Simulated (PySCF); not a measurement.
**How methods differ on the excitation energy of N**

N [He] 2s2 2p3 (4S) → N [He] 2s1 2p4, s spin flipped, as a difference of total energies. Computed with PySCF 2.14 in aug-cc-pwCVDZ (5s4p2d, 27 functions), with no relativity, point nucleus. Correlated levels: valence and next inner shell: nothing frozen. The calculations carry no spin-orbit coupling.

```csv
method,excitation energy (cm⁻¹)
UHF,150570
MP2 (valence and next inner shell),135650
SCS-MP2 (valence and next inner shell),133040
```

The upper determinant mixes two multiplicities, so it lies between the two terms.

The upper state lies above the first ionisation limit, where it may autoionise and the basis confines it.

The coupled-cluster amplitudes are large for the upper state (T1 above 0.03 or a double amplitude above 0.15), so a single reference is strained.
